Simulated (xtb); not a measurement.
Cl$_{3}$OTa, singlet, at a GFN2-xTB geometry (such geometries of metal compounds can be far from the true shape).

The xtb input:
```
$ xtb mol.xyz --gfn 2 --etemp 10000 --json

# file mol.xyz
5

Ta     0.15665099     0.08849969    -0.15002696
O      1.28874592     0.72807464    -1.23425093
Cl     1.08693711    -0.91589593     1.59030402
Cl    -1.17072286    -1.42716546    -1.06863054
Cl    -1.19536069     1.62040996     0.70338389
```

### Question
What is the computed HOMO-LUMO gap (xtb with GFN2-xTB)?

### Answer
4.07 eV

### Question
What dipole moment does GFN2-xTB give?

### Answer
3.40 D
